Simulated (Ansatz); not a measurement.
Input for Ansatz (an electronic-structure program): U-r2SCAN/cc-pV(T+d)Z on H2Si2 (SMILES [Si]=[SiH2]), a point of a bond scan (R = 1.187 Å). Files ending in .json are basis or fitting sets from the Basis Set Exchange.

Ansatz 0.2 input:
```yaml
crystal:
  periodic: [false, false, false]
  atoms:
    - {symbol: Si, position_ang: [-0.95263844, 0.06887490, 0.17721402]}
    - {symbol: Si, position_ang: [1.20465812, -0.08709570, -0.22409583]}
    - {symbol: H, position_ang: [-1.62272266, 0.99049520, -0.15423698]}
    - {symbol: H, position_ang: [-1.73803188, -0.96580912, 0.89344517]}
basis:
  gaussian:
    orbitals: cc-pV_T+d_Z.json
hamiltonian:
  xc: {name: r2SCAN}
magnetization: {spin_polarized: true, initial_magnetization: 0}
```

It printed:

```
Functional definition: r2SCAN
[...]
integrals: 0.03 GiB planned
716 factors; their error is unknown
mean field: 0.35 GiB planned
mean field evaluation 1: about -15780.3142 eV, gradient 1.6e1 eV
mean field evaluation 2: about -15771.4693 eV, gradient 3.4e1 eV
mean field evaluation 4: about -15782.3456 eV, gradient 2.7e0 eV
mean field evaluation 8: about -15782.4017 eV, gradient 4.3e-2 eV
mean field evaluation 16: about -15782.4394 eV, gradient 5.3e-1 eV
mean field evaluation 32: about -15782.4017 eV, gradient 5.9e-2 eV
mean field evaluation 64: about -15782.3715 eV, gradient 2.7e0 eV
mean field -15782.47314089 eV, -579.9951901830 hartree, gradient 1.9e-5 eV, S^2 0.456181; 13 other end points of the search recorded, 0 dependent functions left out
reference -15782.47315206 eV, -579.9951905937 hartree; 15, 15 occupied and 91, 91 virtual orbitals, 716 factors
Total energy: -15782.47315206 eV, -579.9951905937 hartree
```

The calculation finished and met its thresholds. Its determinant has ⟨S²⟩ = 0.46, a mixture of spin states.

Cost: very roughly 20 core-seconds.
